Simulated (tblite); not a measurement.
A geometry optimisation, step by step.

Species: C7H15BSi.
SMILES with atom numbers: `[CH3:1][B:2]([CH3:3])[Si:4]1([CH:5]2[CH2:6][CH2:7]2)[CH2:8][CH2:9]1` (hydrogens: H10, H11, H12 on C1; H13, H14, H15 on C3; H16 on C5; H17, H18 on C6; H19, H20 on C7; H21, H22 on C8; H23, H24 on C9)

Computed with GFN2-xTB (tblite), gas phase: L-BFGS steps from a force-field or distance-geometry start until the largest atomic force falls under 0.01 eV/Å. 7 of its 250 geometries are shown.

Step 0: E = -692.5475 eV, largest atomic force 1.806 eV/Å
```
atom  x, y, z in Å  |  force x, y, z in eV/Å
C1     -2.555   -1.459   -0.429   -0.224   0.587  -0.106
B2     -1.603   -0.203   -0.572   -0.235  -0.238   0.938
C3     -2.209    1.219   -0.793   -0.352   0.441  -0.242
Si4     0.151   -0.290    0.230   -0.941  -0.429  -0.664
C5      1.527   -0.326   -0.980    0.600   0.320  -0.849
C6      2.311    0.973   -1.055    0.049  -0.300   0.339
C7      2.966   -0.308   -0.581    0.671   0.467  -0.851
C8      0.300    0.649    1.831   -1.006   1.356   0.488
C9      0.384   -0.869    1.978    0.203  -0.742   1.634
H10    -3.314   -1.183    0.361    0.675  -0.697  -0.913
H11    -1.966   -2.336   -0.137   -0.737   0.089  -0.094
H12    -3.076   -1.626   -1.392    0.007  -0.238   0.735
H13    -2.695    1.286   -1.792    0.356   0.344   0.660
H14    -3.019    1.382   -0.046    0.520   0.038  -0.561
H15    -1.436    2.007   -0.644   -0.863  -0.317  -0.409
H16     1.258   -0.729   -1.979    0.436   0.058   0.774
H17     2.135    1.694   -0.232    0.088  -0.240  -1.117
H18     2.493    1.327   -2.079    0.166   0.166   0.870
H19     3.262   -0.317    0.491   -0.263  -0.344  -1.156
H20     3.660   -0.739   -1.341   -0.355   0.139   1.145
H21     1.173    1.275    2.028   -0.342  -0.335   0.326
H22    -0.658    1.074    2.237    1.223  -0.172  -0.282
H23    -0.475   -1.296    2.559    1.081   0.217  -0.532
H24     1.375   -1.187    2.345   -0.756  -0.171  -0.134
```

Step 42: E = -693.3090 eV, largest atomic force 0.073 eV/Å
```
atom  x, y, z in Å  |  force x, y, z in eV/Å
C1     -2.674   -1.437   -0.486    0.006  -0.018   0.008
B2     -1.743   -0.167   -0.442    0.007   0.007   0.041
C3     -2.385    1.181   -0.944   -0.002   0.010   0.014
Si4     0.066   -0.187    0.308    0.059  -0.025  -0.034
C5      1.508   -0.170   -0.930   -0.018   0.002   0.011
C6      2.411    1.024   -1.087   -0.002  -0.019   0.007
C7      2.942   -0.236   -0.486   -0.031   0.027  -0.008
C8      0.483    0.639    1.963    0.016  -0.049   0.052
C9      0.521   -0.898    2.012   -0.015  -0.011  -0.061
H10    -3.415   -1.329    0.308    0.000  -0.037   0.037
H11    -2.176   -2.389   -0.322    0.031  -0.009   0.006
H12    -3.252   -1.515   -1.406    0.008   0.008  -0.017
H13    -2.921    1.088   -1.888    0.019  -0.013  -0.033
H14    -3.144    1.469   -0.215   -0.014   0.054   0.027
H15    -1.696    2.017   -1.024    0.017   0.030  -0.048
H16     1.287   -0.687   -1.859    0.047  -0.026   0.022
H17     2.252    1.875   -0.439    0.020  -0.054  -0.005
H18     2.738    1.294   -2.083   -0.022  -0.007   0.051
H19     3.150   -0.246    0.574   -0.045   0.013  -0.043
H20     3.636   -0.835   -1.061   -0.037   0.043   0.001
H21     1.434    1.127    2.121    0.006   0.022  -0.016
H22    -0.291    1.098    2.560   -0.034   0.049   0.021
H23    -0.236   -1.364    2.628   -0.003   0.016  -0.001
H24     1.493   -1.332    2.204   -0.013  -0.012  -0.033
```

Step 83: E = -693.3424 eV, largest atomic force 0.044 eV/Å
```
atom  x, y, z in Å  |  force x, y, z in eV/Å
C1     -2.620   -1.417   -0.387   -0.018   0.025  -0.008
B2     -1.742   -0.110   -0.445    0.011  -0.010  -0.008
C3     -2.320    1.181   -1.133   -0.008  -0.020   0.001
Si4     0.040   -0.124    0.349   -0.003  -0.038   0.004
C5      1.464   -0.126   -0.904    0.004   0.016  -0.008
C6      2.327    1.092   -1.095    0.022   0.002   0.011
C7      2.902   -0.136   -0.475    0.003  -0.025   0.019
C8      0.523    0.536    2.062   -0.002   0.009   0.005
C9      0.403   -0.994    1.999    0.013  -0.005  -0.002
H10    -3.068   -1.483    0.606   -0.004  -0.005   0.017
H11    -2.034   -2.327   -0.499    0.008  -0.006   0.002
H12    -3.437   -1.452   -1.105   -0.030   0.019   0.006
H13    -3.081    0.990   -1.887    0.000   0.010  -0.002
H14    -2.803    1.771   -0.351   -0.021   0.023   0.007
H15    -1.563    1.831   -1.565    0.014  -0.002  -0.027
H16     1.254   -0.672   -1.818    0.004  -0.026   0.016
H17     2.148    1.945   -0.458    0.010   0.014   0.011
H18     2.644    1.354   -2.094   -0.032   0.014  -0.016
H19     3.117   -0.119    0.582   -0.005  -0.005   0.034
H20     3.605   -0.724   -1.046    0.010   0.008  -0.014
H21     1.522    0.915    2.227    0.003   0.007  -0.006
H22    -0.188    1.044    2.699   -0.022  -0.018  -0.020
H23    -0.418   -1.407    2.572    0.036  -0.014  -0.021
H24     1.314   -1.549    2.174    0.008   0.026  -0.002
```

Step 124: E = -693.4099 eV, largest atomic force 0.068 eV/Å
```
atom  x, y, z in Å  |  force x, y, z in eV/Å
C1     -2.840   -1.252   -0.080   -0.007   0.025   0.019
B2     -1.762   -0.157   -0.427   -0.009  -0.033   0.021
C3     -2.138    1.029   -1.393   -0.019  -0.023  -0.019
Si4     0.044   -0.232    0.280   -0.036  -0.014   0.055
C5      1.510   -0.067   -0.907    0.004  -0.022   0.022
C6      2.296    1.207   -1.032   -0.020   0.004  -0.008
C7      2.914    0.016   -0.382    0.001  -0.021   0.000
C8      0.388    0.381    2.053    0.010   0.031  -0.008
C9      0.529   -1.129    1.887   -0.020  -0.056  -0.014
H10    -2.745   -1.676    0.918    0.031   0.029  -0.023
H11    -2.682   -2.084   -0.772   -0.032   0.032   0.034
H12    -3.873   -0.930   -0.212    0.055  -0.010  -0.012
H13    -3.098    0.919   -1.894    0.006   0.020  -0.035
H14    -2.188    1.945   -0.801   -0.027   0.013  -0.017
H15    -1.376    1.217   -2.148   -0.018  -0.008  -0.010
H16     1.396   -0.616   -1.838    0.023   0.000   0.030
H17     2.022    2.041   -0.404    0.003   0.019  -0.004
H18     2.642    1.494   -2.014    0.027   0.046  -0.004
H19     3.045    0.044    0.688    0.034  -0.007  -0.003
H20     3.697   -0.521   -0.898    0.002   0.034  -0.027
H21     1.297    0.912    2.296    0.033   0.030  -0.041
H22    -0.434    0.727    2.666    0.007  -0.067  -0.005
H23    -0.190   -1.734    2.420   -0.003  -0.005   0.026
H24     1.533   -1.514    2.002   -0.046  -0.017   0.023
```

Step 166: E = -693.5003 eV, largest atomic force 0.054 eV/Å
```
atom  x, y, z in Å  |  force x, y, z in eV/Å
C1     -2.961   -0.664    0.377   -0.006  -0.004  -0.031
B2     -1.717   -0.219   -0.489   -0.025  -0.032   0.036
C3     -1.978    0.411   -1.911   -0.012   0.012   0.017
Si4     0.080   -0.331    0.197    0.000  -0.006  -0.002
C5      1.586    0.103   -0.867   -0.011   0.020  -0.008
C6      2.156    1.496   -0.824   -0.009  -0.004  -0.001
C7      2.944    0.354   -0.279    0.018   0.015  -0.013
C8      0.417   -0.016    2.053   -0.022   0.039  -0.014
C9      0.539   -1.472    1.665   -0.004   0.000   0.007
H10    -2.712   -1.252    1.257    0.020   0.017   0.015
H11    -3.690   -1.231   -0.202    0.016   0.015  -0.004
H12    -3.494    0.222    0.728    0.019  -0.013  -0.005
H13    -2.948    0.171   -2.341   -0.009   0.011  -0.007
H14    -1.941    1.498   -1.805   -0.003  -0.001  -0.033
H15    -1.214    0.162   -2.646    0.011  -0.009   0.008
H16     1.600   -0.355   -1.850   -0.021  -0.008   0.007
H17     1.731    2.194   -0.119   -0.008   0.022   0.000
H18     2.477    1.958   -1.747    0.012  -0.012   0.001
H19     3.063    0.286    0.791    0.006  -0.020  -0.004
H20     3.808    0.018   -0.831    0.024  -0.011   0.005
H21     1.326    0.477    2.362   -0.006   0.011   0.008
H22    -0.415    0.240    2.692    0.012  -0.021   0.043
H23    -0.202   -2.134    2.088    0.013  -0.025  -0.041
H24     1.532   -1.895    1.708   -0.014   0.001   0.017
```

Step 208: E = -693.5065 eV, largest atomic force 0.018 eV/Å
```
atom  x, y, z in Å  |  force x, y, z in eV/Å
C1     -2.964   -0.610    0.405   -0.006   0.009   0.000
B2     -1.723   -0.212   -0.485   -0.009  -0.002  -0.002
C3     -1.973    0.334   -1.944    0.008   0.015  -0.005
Si4     0.070   -0.287    0.212    0.008  -0.007   0.005
C5      1.572    0.157   -0.855   -0.009   0.011  -0.002
C6      2.176    1.536   -0.812    0.001  -0.005   0.004
C7      2.942    0.371   -0.279    0.001   0.007  -0.004
C8      0.387   -0.046    2.084    0.008   0.005  -0.001
C9      0.546   -1.481    1.631   -0.001  -0.012  -0.002
H10    -2.712   -1.166    1.305    0.000  -0.004  -0.003
H11    -3.712   -1.181   -0.144    0.007  -0.002   0.001
H12    -3.471    0.300    0.730   -0.001  -0.002  -0.004
H13    -2.964    0.131   -2.347    0.004  -0.002   0.013
H14    -1.853    1.420   -1.933    0.002  -0.012  -0.012
H15    -1.238   -0.030   -2.662   -0.014   0.000   0.008
H16     1.562   -0.294   -1.841    0.004   0.000   0.004
H17     1.777    2.245   -0.102    0.001  -0.006  -0.010
H18     2.503    1.986   -1.739   -0.006   0.001   0.014
H19     3.068    0.294    0.790   -0.002  -0.012  -0.002
H20     3.794    0.014   -0.839    0.008   0.006   0.003
H21     1.284    0.452    2.422   -0.002   0.003  -0.002
H22    -0.449    0.155    2.736    0.002   0.008  -0.002
H23    -0.180   -2.185    2.010   -0.010   0.001   0.000
H24     1.548   -1.882    1.666    0.006   0.001  -0.002
```

Step 249: E = -693.5132 eV, largest atomic force 0.009 eV/Å
```
atom  x, y, z in Å  |  force x, y, z in eV/Å
C1     -2.966   -0.590    0.418    0.000  -0.005   0.000
B2     -1.734   -0.189   -0.482   -0.003   0.003   0.000
C3     -2.004    0.264   -1.970    0.000   0.002   0.000
Si4     0.068   -0.249    0.195   -0.001   0.003  -0.007
C5      1.568    0.239   -0.857   -0.004   0.006   0.000
C6      2.213    1.591   -0.701   -0.007  -0.004  -0.002
C7      2.949    0.363   -0.280   -0.003  -0.005  -0.002
C8      0.398   -0.038    2.067    0.001   0.000  -0.003
C9      0.542   -1.468    1.594   -0.002   0.003   0.003
H10    -2.704   -1.002    1.389    0.005   0.002  -0.004
H11    -3.610   -1.310   -0.086   -0.001   0.001   0.001
H12    -3.595    0.284    0.597    0.005   0.001  -0.002
H13    -3.056    0.388   -2.221    0.008   0.000  -0.003
H14    -1.493    1.197   -2.209    0.000  -0.003  -0.001
H15    -1.594   -0.474   -2.661   -0.001   0.002   0.003
H16     1.534   -0.127   -1.879    0.002   0.006   0.005
H17     1.839    2.247    0.070    0.001  -0.004   0.001
H18     2.547    2.112   -1.587   -0.004  -0.005   0.003
H19     3.079    0.185    0.776    0.003   0.001  -0.002
H20     3.787    0.035   -0.877    0.001  -0.001  -0.002
H21     1.302    0.448    2.403   -0.002   0.005   0.004
H22    -0.432    0.164    2.729    0.004  -0.004   0.002
H23    -0.192   -2.170    1.961    0.001  -0.002   0.006
H24     1.540   -1.879    1.620   -0.002  -0.001  -0.002
```

Task: Summarise the path.

Result: The energy falls by 93.18 kJ/mol from step 0 to step 249; nine tenths of that is first reached at step 129. It rises by more than 0.2 meV at steps 82, 145, 222 and 225. The largest force goes from 1.806 to 0.009 eV/Å. Among the bonds Si4–C5 changes most, from 1.833 to 1.896 Å; the atoms move by 1.366 Å rms after alignment.

Task: Follow the three bonds and two angles with the largest change from start to end.

Result: 
```json
{"step": "0", "E above end (kJ/mol)": "93.18", "largest force (eV/Å)": "1.806", "Si4–C5 (Å)": "1.833", "Si4–C9 (Å)": "1.857", "Si4–C8 (Å)": "1.863", "C5–Si4–C9 (°)": "121.4", "C5–Si4–C8 (°)": "121.1"}
{"step": "11", "E above end (kJ/mol)": "31.66", "largest force (eV/Å)": "0.182", "Si4–C5 (Å)": "1.899", "Si4–C9 (Å)": "1.904", "Si4–C8 (Å)": "1.903", "C5–Si4–C9 (°)": "122.0", "C5–Si4–C8 (°)": "119.5"}
{"step": "22", "E above end (kJ/mol)": "24.54", "largest force (eV/Å)": "0.174", "Si4–C5 (Å)": "1.900", "Si4–C9 (Å)": "1.898", "Si4–C8 (Å)": "1.900", "C5–Si4–C9 (°)": "119.2", "C5–Si4–C8 (°)": "116.8"}
{"step": "32", "E above end (kJ/mol)": "21.60", "largest force (eV/Å)": "0.175", "Si4–C5 (Å)": "1.902", "Si4–C9 (Å)": "1.903", "Si4–C8 (Å)": "1.894", "C5–Si4–C9 (°)": "116.4", "C5–Si4–C8 (°)": "114.9"}
{"step": "43", "E above end (kJ/mol)": "19.57", "largest force (eV/Å)": "0.075", "Si4–C5 (Å)": "1.899", "Si4–C9 (Å)": "1.902", "Si4–C8 (Å)": "1.896", "C5–Si4–C9 (°)": "113.8", "C5–Si4–C8 (°)": "113.5"}
{"step": "54", "E above end (kJ/mol)": "18.65", "largest force (eV/Å)": "0.049", "Si4–C5 (Å)": "1.896", "Si4–C9 (Å)": "1.899", "Si4–C8 (Å)": "1.899", "C5–Si4–C9 (°)": "112.6", "C5–Si4–C8 (°)": "113.0"}
{"step": "65", "E above end (kJ/mol)": "18.21", "largest force (eV/Å)": "0.085", "Si4–C5 (Å)": "1.895", "Si4–C9 (Å)": "1.900", "Si4–C8 (Å)": "1.897", "C5–Si4–C9 (°)": "113.1", "C5–Si4–C8 (°)": "112.8"}
{"step": "76", "E above end (kJ/mol)": "16.97", "largest force (eV/Å)": "0.062", "Si4–C5 (Å)": "1.898", "Si4–C9 (Å)": "1.899", "Si4–C8 (Å)": "1.896", "C5–Si4–C9 (°)": "114.7", "C5–Si4–C8 (°)": "113.2"}
{"step": "87", "E above end (kJ/mol)": "16.24", "largest force (eV/Å)": "0.058", "Si4–C5 (Å)": "1.896", "Si4–C9 (Å)": "1.897", "Si4–C8 (Å)": "1.902", "C5–Si4–C9 (°)": "115.7", "C5–Si4–C8 (°)": "113.9"}
{"step": "97", "E above end (kJ/mol)": "14.72", "largest force (eV/Å)": "0.094", "Si4–C5 (Å)": "1.897", "Si4–C9 (Å)": "1.901", "Si4–C8 (Å)": "1.902", "C5–Si4–C9 (°)": "113.8", "C5–Si4–C8 (°)": "113.8"}
{"step": "108", "E above end (kJ/mol)": "12.41", "largest force (eV/Å)": "0.165", "Si4–C5 (Å)": "1.894", "Si4–C9 (Å)": "1.907", "Si4–C8 (Å)": "1.900", "C5–Si4–C9 (°)": "112.7", "C5–Si4–C8 (°)": "114.2"}
{"step": "119", "E above end (kJ/mol)": "10.55", "largest force (eV/Å)": "0.061", "Si4–C5 (Å)": "1.895", "Si4–C9 (Å)": "1.903", "Si4–C8 (Å)": "1.905", "C5–Si4–C9 (°)": "112.0", "C5–Si4–C8 (°)": "114.7"}
{"step": "130", "E above end (kJ/mol)": "9.00", "largest force (eV/Å)": "0.098", "Si4–C5 (Å)": "1.897", "Si4–C9 (Å)": "1.904", "Si4–C8 (Å)": "1.905", "C5–Si4–C9 (°)": "112.1", "C5–Si4–C8 (°)": "113.3"}
{"step": "141", "E above end (kJ/mol)": "7.14", "largest force (eV/Å)": "0.159", "Si4–C5 (Å)": "1.892", "Si4–C9 (Å)": "1.910", "Si4–C8 (Å)": "1.911", "C5–Si4–C9 (°)": "110.9", "C5–Si4–C8 (°)": "111.6"}
{"step": "152", "E above end (kJ/mol)": "3.33", "largest force (eV/Å)": "0.076", "Si4–C5 (Å)": "1.900", "Si4–C9 (Å)": "1.913", "Si4–C8 (Å)": "1.916", "C5–Si4–C9 (°)": "112.2", "C5–Si4–C8 (°)": "113.0"}
{"step": "162", "E above end (kJ/mol)": "1.66", "largest force (eV/Å)": "0.227", "Si4–C5 (Å)": "1.896", "Si4–C9 (Å)": "1.916", "Si4–C8 (Å)": "1.910", "C5–Si4–C9 (°)": "113.2", "C5–Si4–C8 (°)": "112.1"}
{"step": "173", "E above end (kJ/mol)": "1.00", "largest force (eV/Å)": "0.043", "Si4–C5 (Å)": "1.896", "Si4–C9 (Å)": "1.914", "Si4–C8 (Å)": "1.915", "C5–Si4–C9 (°)": "111.8", "C5–Si4–C8 (°)": "111.5"}
{"step": "184", "E above end (kJ/mol)": "0.81", "largest force (eV/Å)": "0.026", "Si4–C5 (Å)": "1.894", "Si4–C9 (Å)": "1.913", "Si4–C8 (Å)": "1.913", "C5–Si4–C9 (°)": "111.8", "C5–Si4–C8 (°)": "112.3"}
{"step": "195", "E above end (kJ/mol)": "0.72", "largest force (eV/Å)": "0.011", "Si4–C5 (Å)": "1.895", "Si4–C9 (Å)": "1.914", "Si4–C8 (Å)": "1.913", "C5–Si4–C9 (°)": "112.0", "C5–Si4–C8 (°)": "113.0"}
{"step": "206", "E above end (kJ/mol)": "0.66", "largest force (eV/Å)": "0.016", "Si4–C5 (Å)": "1.895", "Si4–C9 (Å)": "1.915", "Si4–C8 (Å)": "1.913", "C5–Si4–C9 (°)": "111.7", "C5–Si4–C8 (°)": "113.0"}
{"step": "217", "E above end (kJ/mol)": "0.52", "largest force (eV/Å)": "0.033", "Si4–C5 (Å)": "1.895", "Si4–C9 (Å)": "1.915", "Si4–C8 (Å)": "1.912", "C5–Si4–C9 (°)": "111.2", "C5–Si4–C8 (°)": "112.6"}
{"step": "227", "E above end (kJ/mol)": "0.22", "largest force (eV/Å)": "0.035", "Si4–C5 (Å)": "1.895", "Si4–C9 (Å)": "1.915", "Si4–C8 (Å)": "1.914", "C5–Si4–C9 (°)": "112.1", "C5–Si4–C8 (°)": "112.6"}
{"step": "238", "E above end (kJ/mol)": "0.06", "largest force (eV/Å)": "0.028", "Si4–C5 (Å)": "1.895", "Si4–C9 (Å)": "1.915", "Si4–C8 (Å)": "1.913", "C5–Si4–C9 (°)": "111.9", "C5–Si4–C8 (°)": "112.3"}
{"step": "249", "E above end (kJ/mol)": "0.00", "largest force (eV/Å)": "0.009", "Si4–C5 (Å)": "1.896", "Si4–C9 (Å)": "1.915", "Si4–C8 (Å)": "1.913", "C5–Si4–C9 (°)": "111.9", "C5–Si4–C8 (°)": "112.3"}
```

What follows is the cost of the whole relaxation. Hardware: Arm Neoverse N1, one thread, shared host with 64 logical CPUs at a one-minute load of 59. Cost: 4.5 s.
